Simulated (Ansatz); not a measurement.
Calculated with Ansatz (gas phase, PBE0-D4/def2-TZVP geometries, no zero-point term in ΔE). CBS: MP2 limit from def2 TZ/QZ plus the TZ coupled-cluster correction, frozen cores. Functionals use def2-TZVPP. For Br outer-core shells are correlated without core-valence functions, which leaves a few kJ/mol of doubt a bond. Scalar relativity is left out up to krypton. One conformer a species, not always the lowest.

`N[Si](N)(N)O` + `FB(Br)Br` → `N[Si](N)(O)Br` + `NB(F)Br`  (redistribution)

| level | ΔE (kJ/mol) |
| --- | --- |
| B2PLYP | -100.2 |
| revPBE | -99.4 |
| CCSD(T)/def2-SVP | -110.2 |
| CCSD/def2-TZVPP | -96.8 |

Question: What does CCSD(T)/CBS give? (Best estimate.)

Answer: Computed: -97.3 kJ/mol. The listed levels differ from it by -2.9, -2.1, -12.9, 0.5 kJ/mol.

Largest T1 diagnostic among the species: 0.010.

Leaving LDA and LC-ωPBE aside and taking each functional with its dispersion term where it has one, the values, not all of them listed here, spread over 10.0 kJ/mol, from BHLYP-D4 to revPBE-D4. LDA lies −3.3 kJ/mol from PBE without D4. In def2-TZVPP, CCSD(T) changes the Hartree–Fock value by +17.2 kJ/mol (the triples alone add +2.2 kJ/mol) and MP2 by +16.4 kJ/mol.
